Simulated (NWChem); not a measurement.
## Atomisation of SSn

```
Sn
S 1 2.2226
```
Charge 0, spin multiplicity 1.

Program: NWChem. All single points use one geometry, from PBE0/def2-SVP with def2 effective core potentials on Sn, a minimum by its harmonic frequencies.

Basis set: def2-TZVP. The atomisation energy is electronic alone: no zero-point, thermal, spin-orbit or counterpoise terms. No value is extrapolated to the basis-set limit. Free atoms are single determinants with multiplicities Sn 3, S 3. Correlated methods freeze the same cores in atoms and molecule, 9 orbitals in all.

Effective core potentials replace the inner electrons of Sn; spin-orbit coupling is left out. B3LYP has NWChem's definition, with VWN1-RPA local correlation. The structure started from a generated list of species. The stability of the SCF solutions was not checked. Open-shell Hartree-Fock references start from PBE0 orbitals. Coupled-cluster values serve here as a point of comparison, not as the truth.

**Question.** Order these methods by the atomisation energy they give, lowest first: BP86, CCSD(T), B3LYP, MP2, M06-2X, HF.

**Answer.** HF (59.8 kcal/mol), M06-2X (107.5 kcal/mol), CCSD(T) (111.7 kcal/mol), B3LYP (114.7 kcal/mol), MP2 (116.5 kcal/mol), BP86 (122.9 kcal/mol)
